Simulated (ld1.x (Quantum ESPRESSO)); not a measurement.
Cutoff test, nickel (Ni), PAW

ld1.x (Quantum ESPRESSO) 7.5 input, shortened:

```
&input
   title='Ni', zed=28., rel=1, dft='PBE', iswitch=3,
   config='[Ar] 3d8 4s2 4p0'
 /
 &inputp
   pseudotype=3, lpaw=.true., tm=.true., lloc=-1, rcloc=1.95,
   nlcc=.true., new_core_ps=.true., rcore=1.00,
   which_augfun='PSQ', rmatch_augfun_nc=.true.
 /
6
4S  1  0   2.00   0.00  2.30  2.50  0.0
4S  1  0   0.00   0.80  2.30  2.50  0.0
4P  2  1   0.00   0.00  2.25  3.00  0.0
4P  2  1   0.00   0.45  2.25  3.00  0.0
3D  3  2   8.00   0.00  1.35  1.50  0.0
3D  3  2   0.00  -0.30  1.35  1.50  0.0
 &test
   configts(1)='3d8 4s2 4p0'
 /
```

The pseudo-atom Hamiltonian at the reference potential is diagonalised in spherical Bessel functions j_l(qr) that vanish at 20 bohr, with q² up to the cutoff. All-electron valence levels (Ry): 4s -0.4147, 4p -0.0900, 3d -0.6522.

Q: How do the lowest levels (Ry) of each channel move with the cutoff, and are there ghosts?

A:

```
cutoff (Ry)     s #1    s #2     p #1     d #1    d #2    f #1    f #2  Σ f·Δε (mRy)
          8  -0.4147  0.0041  -0.0900   0.0617  0.1425  0.1130  0.2392        5711.3
         15  -0.4147  0.0041  -0.0900   0.0580  0.1209  0.1130  0.2392        5681.5
         30  -0.4147  0.0041  -0.0900  -0.5744  0.0638  0.1130  0.2392         622.5
         45  -0.4147  0.0041  -0.0900  -0.6509  0.0636  0.1130  0.2392          10.4
         70  -0.4147  0.0041  -0.0900  -0.6520  0.0636  0.1130  0.2392           1.7
        100  -0.4147  0.0041  -0.0900  -0.6522  0.0636  0.1130  0.2392           0.5
        400  -0.4147  0.0041  -0.0900  -0.6522  0.0636  0.1130  0.2392           0.0
```

Result: no extra level below or beside the all-electron valence levels (s, p, d, f tested); 10 mRy is reached at 50 Ry and 1 mRy at 80 Ry.
